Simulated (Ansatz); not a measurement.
Consider the ligand exchange at the Si–O bond: `O[SiH2]B(O)F` + H₂S → `OB(F)[SiH2]S` + H₂O.

Computed with Ansatz on PBE0-D4/def2-TZVP structures; ΔE is electronic, products minus reactants. CCSD(T)/CBS adds triple-zeta CCSD(T) − MP2 to the extrapolated MP2 energy (def2 sets, frozen cores). This one scheme is used for every species. DFT in def2-TZVPP. B3LYP here is the variant with VWN-RPA as its local correlation; programs differ in this. Each species was taken in one conformer, which may not be the lowest.

```json
{"level": "PBE-D4", "ΔE (kJ/mol)": "13.2", "difference from CCSD(T)/CBS": "-8.1"}
{"level": "B3LYP-D4", "ΔE (kJ/mol)": "26.5", "difference from CCSD(T)/CBS": "5.2"}
{"level": "ωB97X-V", "ΔE (kJ/mol)": "25.9", "difference from CCSD(T)/CBS": "4.6"}
{"level": "B2PLYP", "ΔE (kJ/mol)": "30.1", "difference from CCSD(T)/CBS": "8.8"}
{"level": "PBE", "ΔE (kJ/mol)": "16.7", "difference from CCSD(T)/CBS": "-4.6"}
{"level": "r2SCAN", "ΔE (kJ/mol)": "23.0", "difference from CCSD(T)/CBS": "1.7"}
{"level": "B3LYP", "ΔE (kJ/mol)": "32.3", "difference from CCSD(T)/CBS": "11.0"}
{"level": "MP2/def2-TZVPP", "ΔE (kJ/mol)": "22.8", "difference from CCSD(T)/CBS": "1.5"}
{"level": "SCS-MP2/def2-TZVPP", "ΔE (kJ/mol)": "29.2", "difference from CCSD(T)/CBS": "7.9"}
{"level": "CCSD/def2-TZVPP", "ΔE (kJ/mol)": "29.0", "difference from CCSD(T)/CBS": "7.7"}
{"level": "CCSD(T)/def2-TZVPP", "ΔE (kJ/mol)": "25.8", "difference from CCSD(T)/CBS": "4.5"}
{"level": "HF/def2-QZVPP", "ΔE (kJ/mol)": "42.9", "difference from CCSD(T)/CBS": "21.6"}
{"level": "MP2/def2-QZVPP", "ΔE (kJ/mol)": "20.5", "difference from CCSD(T)/CBS": "-0.8"}
{"level": "SCS-MP2/def2-QZVPP", "ΔE (kJ/mol)": "26.8", "difference from CCSD(T)/CBS": "5.5"}
{"level": "HF/CBS(def2)", "ΔE (kJ/mol)": "43.1", "difference from CCSD(T)/CBS": "21.8"}
{"level": "MP2/CBS(def2)", "ΔE (kJ/mol)": "18.2", "difference from CCSD(T)/CBS": "-3.1"}
{"level": "CCSD(T)/CBS", "ΔE (kJ/mol)": "21.3", "difference from CCSD(T)/CBS": "0"}
```

Largest T1 diagnostic among the species: 0.013.

In def2-TZVPP, CCSD(T) changes the Hartree–Fock value by −16.2 kJ/mol (the triples alone add −3.2 kJ/mol) and MP2 by −19.2 kJ/mol. The D4 term adds −5.8 kJ/mol with B3LYP and −3.2 kJ/mol with PBE0; it sums over pairs of atoms, weighted by their polarisabilities, and B3LYP, whose exchange is more repulsive, gets the larger term.
